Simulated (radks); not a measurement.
Task: Successive ionisation energies (eV) of one element, from differences of total energies of ions in their ground configurations, starting at charge 44: 3679.8, 3801.9, 3925.4, 4050.4, 4236.5, 4366.7, 4498.3, 4631.3, 4988.6, 5104.4, 5220.7, 5337.4, 5739.0, 5862.8, 6120.8, 6230.9, 13778.3, 14095.1, 14413.8, 14733.9, 16209.6, 16565.1. All-electron calculation, Dirac Kohn-Sham, relativistic LDA (MacDonald-Vosko exchange, VWN5 correlation), spin-unpolarised, spherical densities, finite nucleus; open shells fill j = l - 1/2 first; Fermi nuclear charge, rms radius 5.3108 fm. Program: a radial shooting solver on a logarithmic mesh with Libxc functionals. Which element is it?

Result: Ytterbium (Z = 70). The first species listed is Yb44+ in [Ar] 3d8, the last Yb65+ in [He] 2s2 2p1.
